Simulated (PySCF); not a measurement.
# How methods differ on the ionisation energy of Nd⁴¹⁺

Nd⁴¹⁺ [Ar] 3d1 (2D) → Nd⁴²⁺ [Ar] (1S), as a difference of total energies. Calculation: PySCF 2.14, in an even-tempered Gaussian basis (16 s from 7.7 bohr⁻², ratio 2.5; 10 p from 10 bohr⁻², ratio 2.5; 7 d from 10 bohr⁻², ratio 2.5; 4 f from 35 bohr⁻², ratio 2.7; 3 g from 52 bohr⁻², ratio 2.7); the non-relativistic Hamiltonian (point nucleus). Correlated levels: outer shells: [Ne] frozen; virtual orbitals above 40 to 60 times the deepest correlated orbital energy dropped. The calculations carry no spin-orbit coupling.

```
                method  ionisation energy (eV)
                   UHF                  3059.0
                   LDA                  3059.9
                   PBE                  3060.8
                  PBE0                  3060.7
                r2SCAN                  3061.6
               r2SCANh                  3061.5
                revPBE                  3060.8
    MP2 (outer shells)                  3058.3
SCS-MP2 (outer shells)                  3058.3
```

A first-order spin-orbit estimate (lowest level to lowest level, LS coupling) adds 16.291 eV.

The gap to the reference is mostly relativistic.

First order in ζ underestimates the shift of j = l − 1/2 levels at high Z.

For comparison: 3078 ± 4 eV (theoretical estimate listed by NIST; NIST Atomic Spectra Database, ionization energies).
